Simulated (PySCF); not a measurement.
# Telling isomers of C6H5N2P apart by NMR

PySCF calculation with geometry from GFN2-xTB and NMR shieldings at PBE0/pcSseg-1/GIAO; one conformer, non-relativistic, equivalent nuclei averaged, no solvent model.

Scale: ¹H (σref 31.72), ¹³C (σref 186.93) vs TMS (reference shieldings calculated alike). Splittings of carbon signals by F and P are missing where no couplings were computed. Where no couplings were computed, multiplicities follow the n + 1 count of equivalent neighbours, and m marks all less simple cases (inequivalent or close neighbours, rings, F or P nearby). Shifts are as computed. Against solution values, carbons near 30 ppm lie about +3 ppm off and those near 130 ppm about +5 ppm. Of 1211 compounds with measured shifts, 218 miss one by over three times the rms of a fit or turn the order of signals round; such compounds aren't used in these exercises.

(1) Tabulate the signals of `Cc1cpcnc1C#N`, `Cc1cpcc(C#N)n1`, `Cc1pccnc1C#N` and their relative energies.

(2) What is the quickest way to tell Cc1cpcnc1C#N from Cc1cpcc(C#N)n1?

(3) What is the quickest way to tell Cc1cpcc(C#N)n1 from Cc1pccnc1C#N?

(4) What is the quickest way to tell Cc1cpcnc1C#N from Cc1pccnc1C#N?

Results:

(1) 
```tsv
SMILES	carbon types	δC	δH	E rel. (kcal/mol)
Cc1cpcnc1C#N	3×C 2×CH 1×CH3	186.9, 175.7, 144.5, 136.6, 122.6, 27.0	10.58 (m, 1H), 9.68 (m, 1H), 2.82 (s, 3H)	2.8
Cc1cpcc(C#N)n1	3×C 2×CH 1×CH3	166.6, 159.4, 158.8, 141.4, 123.5, 30.5	9.17 (m, 1H), 9.06 (m, 1H), 2.94 (s, 3H)	0.0
Cc1pccnc1C#N	3×C 2×CH 1×CH3	179.5, 160.6, 154.3, 141.6, 121.4, 27.1	9.31 (m, 1H), 8.99 (m, 1H), 3.14 (m, 3H)	1.7
```

Energies are electronic energies at PBE0/pcSseg-1 on these geometries, without zero-point or thermal terms, each for the one conformer computed, which needn't be the lowest.

(2) Both give the same number of carbon signals, with the same numbers of each carbon type, so the positions decide. The first has an aromatic CH next to a ring nitrogen at 186.9 ppm, the second a substituted aromatic carbon next to a ring nitrogen (C) at 166.6 ppm. In the proton spectra the most deshielded non-exchanging signals are 10.58 (m, 1H) and 9.17 (m, 1H).

(3) Both give the same number of carbon signals, with the same numbers of each carbon type, so the positions decide. The first has a substituted aromatic carbon next to a ring nitrogen (C) at 166.6 ppm, the second a substituted aromatic carbon (C) at 179.5 ppm.

(4) Both give the same number of carbon signals, with the same numbers of each carbon type, so the positions decide. The first has an aromatic CH next to a ring nitrogen at 186.9 ppm, the second a substituted aromatic carbon (C) at 179.5 ppm. In the proton spectra the most deshielded non-exchanging signals are 10.58 (m, 1H) and 9.31 (m, 1H).
